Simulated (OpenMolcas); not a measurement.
Cr2+ (d4) among equal point charges was computed by CASSCF with the d shell active (OpenMolcas, ANO-RCC-VDZP on the metal). Its lowest spin-free states, and all those of the highest spin:

| 2S+1 | Degeneracy | E (cm-1) |
| --- | --- | --- |
| 5 | 2 | 0.0 |
| 5 | 3 | 8418 |
| 3 | 3 | 12880 |
| 3 | 2 | 19516 |
| 3 | 3 | 19930 |
| 3 | 3 | 20654 |
| 1 | 3 | 22434 |
| 3 | 1 | 22535 |
| 3 | 1 | 23232 |
| 1 | 2 | 23392 |
| 3 | 2 | 26762 |
| 3 | 3 | 27377 |

Is the site octahedral, tetrahedral or cube-like, axial, or of lower symmetry?

The states with 2S+1 = 5 have orbital degeneracies 2, 3. Threefold states need a cubic site. For d4 at this spin an octahedron puts the twofold E below the threefold T2 and a tetrahedron or cube puts the threefold T2 below the twofold E, so the site is octahedral. The first gap at this spin, 8420 cm-1, is |10Dq| in ligand-field theory. The run had Cr2+ among 6 point charges of -1 e arranged as an octahedron (Oh), 1.64 Å from the ion.

An orbital doublet at a regular site is open to a Jahn-Teller distortion, which this geometry leaves out. Without dynamic correlation the repulsion within the d shell is too large (B by tens of per cent), so at a given field states of lower spin stand too high. This is an electrostatic model: the charges have no orbitals. No measured value stands beside these numbers.
